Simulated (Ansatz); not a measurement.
Consider the redistribution: `BOB(N)Cl` + `[SiH3]C1=C[SiH2]O1` → `BC1=C[SiH2]O1` + `NB(Cl)O[SiH3]`.

Isolated molecules relaxed with PBE0-D4/def2-TZVP in Ansatz; ΔE leaves out vibrations. CBS: MP2 limit from def2 TZ/QZ plus the TZ coupled-cluster correction, frozen cores. Functionals use def2-TZVPP. B3LYP here is the variant with VWN-RPA as its local correlation; programs differ in this. One conformer a species, not always the lowest.

| level | ΔE (kJ/mol) | difference from CCSD(T)/CBS |
| --- | --- | --- |
| B3LYP-D4 | 18.7 | 0.8 |
| r2SCANh-D4 | 19.2 | 1.3 |
| r2SCAN0-D4 | 18.7 | 0.8 |
| PBE | 25.7 | 7.8 |
| BLYP | 19.5 | 1.6 |
| r2SCAN | 19.4 | 1.5 |
| r2SCAN0 | 18.6 | 0.7 |
| BHLYP | 13.6 | -4.3 |
| CAM-B3LYP | 18.2 | 0.3 |
| MP2/def2-SVP | 43.5 | 25.6 |
| CCSD/def2-SVP | 42.0 | 24.1 |
| HF/def2-TZVPP | 7.8 | -10.1 |
| MP2/def2-TZVPP | 18.6 | 0.7 |
| SCS-MP2/def2-TZVPP | 16.0 | -1.9 |
| MP2/def2-QZVPP | 17.7 | -0.2 |
| MP2/CBS(def2) | 17.7 | -0.2 |
| CCSD(T)/CBS | 17.9 | 0 |

Largest T1 diagnostic among the species: 0.014.

At CCSD(T), def2-SVP lies +26.2 kJ/mol from the extrapolated value and def2-TZVPP +0.9 kJ/mol. From BLYP to BHLYP (50 % exact exchange), in def2-TZVPP and without D4, ΔE moves by −5.9 kJ/mol.
